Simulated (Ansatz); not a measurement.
Start from `NC[SiH2][SiH2]Cl` and change one atom or group to get `[SiH3][SiH2]Cl`.

Ansatz, PBE0-D4/def2-TZVP geometries, multiplicity 1. Each molecule was computed in one conformer, which needn't be the lowest.

```
                                          property  `NC[SiH2][SiH2]Cl`
    size of the dipole moment (PBE/def2-TZVPP) / D                1.23
              HOMO–LUMO gap (PBE0/def2-TZVPP) / eV                6.61
             LUMO energy (ωB97M-V/def2-TZVPP) / eV                1.34
                LUMO energy (PBE0/def2-TZVPP) / eV               -0.45
size of the dipole moment (ωB97M-V/def2-TZVPP) / D                1.14
    zero-point energy (PBE0-D4/def2-TZVP) / kJ/mol               238.2
```

(1) What does the change do to each property? (An estimate is asked.)

Results:

(1) Computed: 
```json
{"property": "size of the dipole moment (PBE/def2-TZVPP) / D", "`[SiH3][SiH2]Cl`": "1.23", "shift": "0.00"}
{"property": "HOMO–LUMO gap (PBE0/def2-TZVPP) / eV", "`[SiH3][SiH2]Cl`": "7.64", "shift": "1.03"}
{"property": "LUMO energy (ωB97M-V/def2-TZVPP) / eV", "`[SiH3][SiH2]Cl`": "1.26", "shift": "-0.08"}
{"property": "LUMO energy (PBE0/def2-TZVPP) / eV", "`[SiH3][SiH2]Cl`": "-0.57", "shift": "-0.12"}
{"property": "size of the dipole moment (ωB97M-V/def2-TZVPP) / D", "`[SiH3][SiH2]Cl`": "1.33", "shift": "0.19"}
{"property": "zero-point energy (PBE0-D4/def2-TZVP) / kJ/mol", "`[SiH3][SiH2]Cl`": "113.4", "shift": "-124.8"}
```

With PBE0 the HOMO falls by 1.14 eV and the LUMO falls by 0.12 eV, so the gap widens by about 1.02 eV. PBE moves the HOMO by -1.43 eV and ωB97M-V by -0.83 eV. The zero-point energy changes by -124.8 kJ/mol with -15 modes. Dipoles are sizes alone; their direction can turn.
